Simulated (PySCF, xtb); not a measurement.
Mo(S)2(SH)2 (H2MoS4), SMILES [Mo]([SH])(=[S])(=[S])[SH], multiplicity 1. The values are those of a single conformer.

Harmonic wavenumbers (cm⁻¹) from GFN2-xTB run with xtb at its own minimum, in rising order: 92, 104, 111, 120, 127, 223, 255, 314, 335, 495, 501, 508, 568, 2336, 2337.

What does B3LYP-D3(BJ)/def2-SVP (PySCF) give at its own minimum? (Estimate from the structure and the level; the computed values follow.)

121, 132, 133, 144, 171, 296, 312, 383, 404, 560, 560, 612, 639, 2643, 2643. Paired by order, the mean absolute difference is 89 cm⁻¹ and the zero-point energies are 12.0 and 13.9 kcal/mol.
